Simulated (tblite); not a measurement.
Compound: C4H9BF2O2.
Atom-mapped SMILES: `[CH3:1][O:2][CH2:3][C@@H:4]([O:5][CH3:6])[B:7]([F:8])[F:9]` (hydrogens: H10, H11, H12 on C1; H13, H14 on C3; H15 on C4; H16, H17, H18 on C6)

Computed with GFN2-xTB (tblite), gas phase: L-BFGS steps from a force-field or distance-geometry start until the largest atomic force falls under 0.01 eV/Å.

Step 1: E = -871.6957 eV
```
atom  x, y, z in Å  |  force x, y, z in eV/Å
C1      2.7749    0.1230    0.0474    0.247   0.135  -0.095
O2      1.4157    0.3383    0.3431    0.442   0.180  -0.286
C3      0.7261    0.0540   -0.8437   -0.214   0.061  -0.068
C4     -0.7746    0.2749   -0.6458   -0.370   0.560   0.462
O5     -1.1843   -0.6315    0.3620   -0.357  -0.481  -0.098
C6     -2.2099   -1.4823   -0.0504   -0.422  -0.364  -0.008
B7     -1.1161    1.7549   -0.0833    0.886   0.720   1.163
F8     -1.7478    1.8533    1.1234    0.842   0.439  -2.110
F9     -0.5066    2.8462   -0.6273   -1.207  -1.106   0.930
H10     3.0674    0.8021   -0.7733    0.134  -0.174   0.082
H11     3.4064    0.3508    0.9062   -0.294  -0.169   0.081
H12     2.9152   -0.9227   -0.2969    0.194   0.334   0.250
H13     1.0704    0.7083   -1.6585    0.087  -0.040  -0.075
H14     0.9622   -1.0000   -1.0765   -0.420   0.072  -0.344
H15    -1.3231    0.1114   -1.5874    0.277  -0.247  -0.001
H16    -3.1050   -0.9232   -0.3745    0.198  -0.087  -0.051
H17    -1.8847   -2.1694   -0.8511   -0.080   0.205   0.032
H18    -2.4950   -2.0817    0.8103    0.057  -0.039   0.135
```

Step 2: E = -871.8520 eV
```
atom  x, y, z in Å  |  force x, y, z in eV/Å
C1      2.7830    0.1285    0.0453    0.059  -0.067  -0.112
O2      1.4299    0.3437    0.3352   -0.014   0.166  -0.249
C3      0.7204    0.0550   -0.8472   -0.197   0.176   0.119
C4     -0.7866    0.2916   -0.6327    0.046   0.028   0.241
O5     -1.1951   -0.6465    0.3592   -0.137  -0.055   0.012
C6     -2.2240   -1.4940   -0.0489   -0.016  -0.082  -0.170
B7     -1.0899    1.7817   -0.0459    1.023  -2.073  -0.993
F8     -1.7213    1.8654    1.0577   -0.874   0.759   1.213
F9     -0.5439    2.8102   -0.5987    0.146   1.279  -0.257
H10     3.0710    0.7963   -0.7704    0.293   0.055  -0.154
H11     3.3970    0.3453    0.9076   -0.068  -0.046   0.287
H12     2.9208   -0.9131   -0.2897    0.234   0.117   0.148
H13     1.0729    0.7070   -1.6605    0.008  -0.033  -0.096
H14     0.9497   -0.9974   -1.0867   -0.402   0.050  -0.274
H15    -1.3146    0.1038   -1.5875    0.227  -0.011   0.177
H16    -3.0984   -0.9260   -0.3759   -0.131  -0.004  -0.106
H17    -1.8868   -2.1632   -0.8503   -0.109  -0.019  -0.096
H18    -2.4927   -2.0818    0.8129   -0.089  -0.240   0.308
```

Step 3: E = -871.9260 eV
```
atom  x, y, z in Å  |  force x, y, z in eV/Å
C1      2.7834    0.1281    0.0446    0.088   0.009  -0.082
O2      1.4293    0.3451    0.3334    0.025   0.152  -0.218
C3      0.7190    0.0564   -0.8463   -0.098   0.105   0.041
C4     -0.7859    0.2910   -0.6313    0.047  -0.148   0.184
O5     -1.1960   -0.6466    0.3595   -0.122  -0.089   0.018
C6     -2.2240   -1.4946   -0.0500   -0.094  -0.116  -0.077
B7     -1.0811    1.7614   -0.0568    0.536  -0.637   0.103
F8     -1.7310    1.8720    1.0722   -0.077   0.529  -0.169
F9     -0.5409    2.8238   -0.6025   -0.248   0.344   0.128
H10     3.0735    0.7969   -0.7719    0.275   0.021  -0.108
H11     3.3965    0.3450    0.9100   -0.105  -0.051   0.227
H12     2.9228   -0.9126   -0.2886    0.221   0.091   0.136
H13     1.0728    0.7067   -1.6612   -0.010  -0.031  -0.088
H14     0.9463   -0.9969   -1.0889   -0.394   0.068  -0.254
H15    -1.3127    0.1040   -1.5857    0.211  -0.027   0.142
H16    -3.0999   -0.9259   -0.3769   -0.097  -0.029  -0.088
H17    -1.8876   -2.1636   -0.8514   -0.099  -0.021  -0.095
H18    -2.4935   -2.0838    0.8154   -0.058  -0.170   0.199
```

**Question.** Estimate the geometry and energy of step 4. (The exact step hangs on the optimiser's Hessian estimate; all steps are aligned on step 3, rigid shifts and turns removed.)

**Answer.** E = -871.9706 eV, largest force 0.470 eV/Å
```
atom  x, y, z in Å  |  force x, y, z in eV/Å
C1      2.7868    0.1295    0.0427    0.075   0.063  -0.033
O2      1.4320    0.3494    0.3275    0.010   0.121  -0.150
C3      0.7160    0.0588   -0.8462    0.020   0.013  -0.043
C4     -0.7868    0.2902   -0.6256    0.142  -0.327   0.086
O5     -1.2003   -0.6507    0.3597   -0.074  -0.090   0.073
C6     -2.2284   -1.4991   -0.0510   -0.086  -0.094   0.005
B7     -1.0628    1.7451   -0.0541    0.242   0.125   0.298
F8     -1.7332    1.8866    1.0660    0.053   0.355  -0.303
F9     -0.5499    2.8310   -0.5977   -0.247   0.015   0.152
H10     3.0804    0.7966   -0.7740    0.282   0.023  -0.086
H11     3.3926    0.3430    0.9153   -0.104  -0.022   0.180
H12     2.9287   -0.9094   -0.2845    0.204   0.009   0.092
H13     1.0729    0.7057   -1.6634   -0.058  -0.020  -0.087
H14     0.9353   -0.9948   -1.0962   -0.341   0.064  -0.205
H15    -1.3064    0.1024   -1.5821    0.153   0.001   0.113
H16    -3.1012   -0.9269   -0.3792   -0.119  -0.050  -0.069
H17    -1.8901   -2.1634   -0.8537   -0.100  -0.068  -0.102
H18    -2.4944   -2.0876    0.8202   -0.053  -0.119   0.079
```

The energy changes by -0.0445 eV. The first-order estimate −F·Δx gives -0.0577 eV and the mean of the old and new forces, exact on a quadratic surface, -0.0443 eV. The step makes an angle of 12° with the force vector and moves no atom by more than 0.025 Å.

The cost below is that of the whole relaxation. Time: 1.7 s wall. Hardware: Arm Neoverse N1, one thread, shared host.
